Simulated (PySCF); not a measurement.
2-chloro-3-fluoropyridine, C5H3ClFN.
Structure used (PBE0-D3(BJ)/def2-TZVP), in Å, numbered top down from 1:
```
atom  x, y, z in Å
F1     1.3657    1.8741    1.0304
C2     0.6832    0.8577    0.5179
C3    -0.3458    1.0923   -0.3662
C4    -1.0326    0.0011   -0.8763
C5    -0.6499   -1.2660   -0.4719
N6     0.3456   -1.4834    0.3822
C7     0.9969   -0.4539    0.8655
Cl8    2.2859   -0.7419    1.9687
H9    -0.5913    2.1115   -0.6387
H10   -1.8488    0.1353   -1.5748
H11   -1.1592   -2.1484   -0.8449
```

All values: wB97X-D/pcSseg-2 (PySCF, non-relativistic), on one gas-phase PBE0-D3(BJ)/def2-TZVP geometry that isn't relaxed in the solvent. The solvent is an IEF-PCM continuum (Bondi radii, 1.10 Å for H, scaled by 1.2). The model holds no explicit solvent molecules, cavitation or dispersion.

Gas phase at wB97X-D/pcSseg-2: HOMO -9.34 eV, LUMO 0.36 eV, dipole 3.44 D.

Question: What does the continuum do to the energy, the frontier levels and the dipole at wB97X-D/pcSseg-2 in chloroform?

Answer: 
| solvent | ε | E(solvent) − E(gas) (kJ/mol) | polarisation term (kJ/mol) | distortion of the solute (kJ/mol) | HOMO (eV) | LUMO (eV) | dipole (D) |
| --- | --- | --- | --- | --- | --- | --- | --- |
| chloroform | 4.711 | -14.42 | -16.86 | 2.44 | -9.27 | 0.47 | 4.37 |

The polarisation term is half the interaction of the solute with the surface charges that it induces; the rest is the cost of distorting the solute's density. The sum is the electrostatic part of solvation alone.

Question: Which radius a makes the point-dipole formula ΔE = −[(ε − 1)/(2ε + 1)]·μ²/a³ give the value in chloroform, with the gas-phase dipole?

Answer: μ = 1.352 au and |ΔE| = 0.00549 Eh give a = 2.60 Å; the farthest nucleus lies 3.10 Å from the centroid of the nuclei, so such a sphere wouldn't even hold the nuclei. The formula assumes a rigid point dipole at the centre of a sphere.

Question: Give the dipole vector in the frame of the coordinates (D, pointing from negative to positive charge), gas and chloroform.

Answer: Gas (-2.41, 1.25, -2.11), solvent (-3.04, 1.65, -2.67). Its length changes by +27 % and its direction by less than 1°.

The pairwise dispersion term of wB97X-D wasn't added to the energies; at a given geometry it leaves orbitals and properties as they are.
